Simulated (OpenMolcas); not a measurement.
An OpenMolcas run meant for Nd4+ (ANO-RCC-VTZP, DKH2; inactive shells 1s 2s 2p 3s 3p 3d 4s 4p 4d 5s 5p; intended active space 2 electrons in 7 orbitals (4f)). One step of its input:

```
&RASSCF
FileOrb=start.orb
Symmetry=2
Spin=3
nActEl=2 0 0
Inactive=15 12
Ras2=0 7
CIRoot=21 21 1
SDav=21
CIMx=300
Iter=63 100
PrWF=0.3
OrbListing=Nothing
MaxOrb=0
Atom
>>> COPY $Project.JobIph JOB001
```

Lines from the output:

```
...
      Number of secondary orbitals              70
      Spin quantum number                      1.0
      State symmetry                             2
Orbital specifications:
      -----------------------

      Symmetry species                           1   2
                                                ag  au
      Frozen orbitals                            0   0
      Inactive orbitals                         15  12
      Active orbitals                            0   7
      RAS1 orbitals                              0   0
      RAS2 orbitals                              0   7
      RAS3 orbitals                              0   0
      Secondary orbitals                        36  34
      Deleted orbitals                           0   0
      Number of basis functions                 51  53
      Number of CSFs                             0
      Number of root(s) required                21
 ************ ERROR ***********
  You can't ask for more roots
  than there are configurations
 ******************************
--- Stop Module: rasscf at  /rc=_RC_INPUT_ERROR_ ---
.####################.
.# User input error #.
.####################.
```

Question: What is wrong with the input?

Answer: The state symmetry names the wrong parity for these configurations.
